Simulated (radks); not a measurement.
Results of a calculation; reference values are marked as such.
Species: the iridium ion Ir+. Configuration: [Xe] 4f14 5d(up 3.875, down 3.125) 6s(up 0.5, down 0.5) (fractional occupations, a model configuration). Code: a radial shooting solver on a logarithmic mesh with Libxc functionals. Model: scalar-relativistic Kohn-Sham, PBEsol, spin-polarised, spherical densities, finite nucleus; Fermi nuclear charge, rms radius 5.4032 fm.

Unscreened Slater integrals over Kohn-Sham orbitals (hartree). They are taken over the spin-up orbitals.

\begin{tabular}{lr}
integral & value \\ \hline
F0(6s,6s) & 0.33639 \\
F0(6s,5d) & 0.39378 \\
G2(6s,5d) & 0.10306 \\
F0(6s,5p) & 0.41843 \\
G1(6s,5p) & 0.031119 \\
F0(5d,5d) & 0.54514 \\
F2(5d,5d) & 0.27857 \\
F4(5d,5d) & 0.18274 \\
F0(5d,5p) & 0.63488 \\
F2(5d,5p) & 0.30545 \\
G1(5d,5p) & 0.36176 \\
G3(5d,5p) & 0.22278 \\
F0(5p,5p) & 0.79359 \\
F2(5p,5p) & 0.42724 \\
\end{tabular}

Derived for the open shells (J is the average intra-shell exchange parameter used in DFT+U). 5d: Racah B = F2/49 - 5 F4/441 = 0.003613 hartree, C = 35 F4/441 = 0.01450 hartree, C/B = 4.01, F4/F2 = 0.656, J = (F2 + F4)/14 = 0.03295 hartree.
